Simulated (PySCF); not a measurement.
Two-component Hartree-Fock for Ag (silver, neutral)

Start: [Kr] 4d10 5p1; 5p3/2 filled at m_j = +3/2. Calculated with PySCF 2.14 in x2c-TZVPall-2c with one added diffuse shell each of s, p, d type (9s10p8d1f, 86 functions): generalised Hartree-Fock with the X2C-1e Hamiltonian and a Gaussian nucleus; one run each with spin-orbit coupling (SO) switched off, then screened by Boettger's factors. This is a chosen level, not necessarily the ground level.

```csv
spinor shell,electrons,"ε, spin-free (eV)","ε, screened SO (eV)",weight of nominal j (screened SO),"rms radius, screened SO (bohr)"
1s1/2,2,-25647.9,-25646.0,1.000,0.0357
2s1/2,2,-3864.1,-3863.7,1.000,0.146
2p1/2,2,-3459.3,-3580.7,1.000,0.127
2p3/2,4,-3459.3,-3403.4,1.000,0.131
3s1/2,2,-747.01,-746.93,1.000,0.392
3p1/2,2,-610.73,-632.96,1.000,0.387
3p3/2,4,-610.73,-600.52,1.000,0.398
3d3/2,4,-396.27,-400.12,1.000,0.374
3d5/2,6,-396.27,-393.68,1.000,0.377
4s1/2,2,-118.49,-118.52,1.000,0.981
4p1/2,2,-76.974,-80.733,1.000,1.06
4p3/2,4,-76.974,-75.316,1.000,1.09
4d3/2,4,-16.266,-16.725,0.999,1.50
5p3/2,1,-3.300,-3.276,1.000,5.89
```

Question: Where does 4d5/2 lie, and what is the 4d spin-orbit splitting (screened SO)?

Answer: At -16.042 eV, 0.683 eV above 4d3/2.

```tsv
quantity	spin-free	screened SO
E (hartree)	-5312.22090	-5313.20264
M_J	3/2	3/2
⟨J²⟩	3.754	3.754
⟨L²⟩	2.003	2.018
⟨S²⟩	0.751	0.767
```

Breit and QED terms are absent; they matter most for the inner s and p1/2 levels.

Densities and radii are taken from the X2C orbitals without a picture-change correction, which distorts them close to the nucleus.

Without spin-orbit coupling the j labels of p, d and f shells carry no meaning; the spin-free column gives the mean over the occupied spinors of each nl shell.
